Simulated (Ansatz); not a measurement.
FH₃NOSi, SMILES `[NH][SiH](O)F` radical, charge 0, multiplicity 2.

(1) Give a relaxed structure at PBE0-D4/def2-TZVP (Ansatz). (An estimate is asked.)

Answers

(1) Ansatz gave: 
Cartesian coordinates in Å:
```
N 0.6551 0.4478 1.1848
Si -0.2002 0.1848 -0.3088
O -0.3003 -1.4178 -0.5487
F 0.6971 0.8968 -1.4140
H 0.2578 1.1275 1.8336
H -1.5696 0.7151 -0.4323
H 0.4601 -1.9542 -0.3145
```
